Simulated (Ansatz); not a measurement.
Ansatz (an electronic-structure program) input (PBE0/def2-QZVPP):
A basis named .json is the Basis Set Exchange file of that set.

Ansatz 0.2 input:
```yaml
crystal:
  periodic: [false, false, false]
  atoms:
    - {symbol: Cr, position_ang: [-0.00000000, -0.00000000, -0.00000000]}
    - {symbol: F, position_ang: [1.56788760, -0.31771097, -0.60098805]}
    - {symbol: F, position_ang: [0.11457473, 0.63957800, 1.58057301]}
    - {symbol: F, position_ang: [-0.78154061, 1.12981532, -1.01642022]}
    - {symbol: F, position_ang: [-0.90092172, -1.45168235, 0.03683526]}
basis:
  gaussian:
    orbitals: def2-QZVPP.json
hamiltonian:
  xc: {name: PBE0}
magnetization: {spin_polarized: true, initial_magnetization: 2}
```

Output:

```
Functional definition: PBE0
integrals: 0.29 GiB planned
1378 factors; their error is unknown
mean field: 3.18 GiB planned
mean field evaluation 1: about -39276.3973 eV, gradient 5.0e1 eV
mean field evaluation 2: about -39125.5903 eV, gradient 2.7e2 eV
mean field evaluation 4: about -39283.0422 eV, gradient 7.1e0 eV
mean field evaluation 8: about -39283.1889 eV, gradient 1.2e-1 eV
mean field evaluation 16: about -39283.2659 eV, gradient 2.6e-4 eV
mean field -39283.26591707 eV, -1443.6333952985 hartree, gradient 5.9e-5 eV, S^2 2.013655; 2 other end points of the search recorded, 0 dependent functions left out
reference -39283.26594441 eV, -1443.6333963031 hartree; 31, 29 occupied and 290, 292 virtual orbitals, 1378 factors
Total energy: -39283.26594441 eV, -1443.6333963031 hartree
```

The spin state was set by rule; other spins were not relaxed.
